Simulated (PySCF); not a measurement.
C7H5F2N (charge +1 and doublet state).
SMILES with atom numbers: `[CH+:1]=[C:2][C@@H:3]1[C@H:4]([C:5]#[N:6])[C@H:7]1[CH:8]([F:9])[F:10]` (hydrogens: H11 on C1; H12 on C3; H13 on C4; H14 on C7; H15 on C8)

Cartesian coordinates in Å at the GFN2-xTB level; atoms count from 1:
```xyz
15
C7H5F2N angstrom
C      2.978   -0.482   -0.055
C      1.795   -0.407   -0.325
C      0.436   -0.319   -0.639
C     -0.368    1.002   -0.438
C      0.345    2.167   -0.039
N      0.856    3.126    0.308
C     -0.568   -0.106    0.518
C     -1.833   -0.947    0.467
F     -2.348   -0.962   -0.773
F     -1.578   -2.212    0.820
H      4.013   -0.545    0.156
H      0.119   -0.919   -1.489
H     -1.121    1.184   -1.204
H     -0.134   -0.030    1.511
H     -2.598   -0.540    1.160
```

The hyperfine couplings belong to this conformer and change with its torsions.

Computed with PySCF 2.14.0, UKS B3LYP, pcH-1 on C F H N, non-relativistic, mean-field spin-orbit, GIAO. Geometry: GFN2-xTB, one conformer, isolated ion. A GFN2-xTB geometry isn't a minimum of the functional, and hyperfine couplings can be far from their values at a DFT geometry, by a factor of two or more for some ions and for spin on atoms past the first row. No stability test was run, so a lower SCF solution isn't excluded.

**Question.** The isotropic 19F couplings are +8.7, +6.1 MHz. Assign them to F9; F10.

**Answer.** 
```json
{"site": "F9", "a_iso (MHz)": "+8.7", "ρ(0) (bohr⁻³)": "+0.0021", "position": "5 bonds from C1", "distance from C1 (Å)": "5.40", "bound to": "C8", "spin population there": "+0.02", "largest |T| (MHz)": "27.0"}
{"site": "F10", "a_iso (MHz)": "+6.1", "ρ(0) (bohr⁻³)": "+0.0015", "position": "5 bonds from C1", "distance from C1 (Å)": "4.95", "bound to": "C8", "spin population there": "+0.02", "largest |T| (MHz)": "27.5"}
```

**Question.** The isotropic 1H couplings are +58.3, -41.1, +29.9, -16.7, -1.6 MHz. Assign them to H11; H12; H13; H14; H15.

**Answer.** 
| site | a_iso (MHz) | ρ(0) (bohr⁻³) | position | distance from C1 (Å) | bound to | spin population there | largest \|T\| (MHz) |
| --- | --- | --- | --- | --- | --- | --- | --- |
| H11 | -41.1 | -0.0092 | 1 bond from C1 | 1.06 | C1 | +0.48 | 23.2 |
| H12 | -16.7 | -0.0037 | 3 bonds from C1, on C3 of spin population +0.17 | 3.23 | C3 | +0.17 | 10.9 |
| H13 | +29.9 | +0.0067 | 4 bonds from C1 | 4.57 | C4 | +0.09 | 7.3 |
| H14 | -1.6 | -0.0004 | 4 bonds from C1 | 3.51 | C7 | +0.08 | 6.2 |
| H15 | +58.3 | +0.0130 | 5 bonds from C1 | 5.71 | C8 | +0.02 | 4.3 |

ρ(0) is the spin density at the nucleus and T the dipolar tensor. The Mulliken spin populations are largest on C1 (+0.48), C3 (+0.17), C4 (+0.09) and C7 (+0.08).

The spin density at the nucleus, in bohr⁻³, is negative for C2 (-0.0221), H11 (-0.0092) and C5 (-0.0056), for instance. A restricted open-shell determinant has no negative spin density anywhere; here it arises because α and β orbitals differ (spin polarisation).

The SMILES `[CH+]=[C][C@@H]1[C@H](C#N)[C@H]1C(F)F` draws the unpaired electron on C2, whose computed spin population is only +0.08.
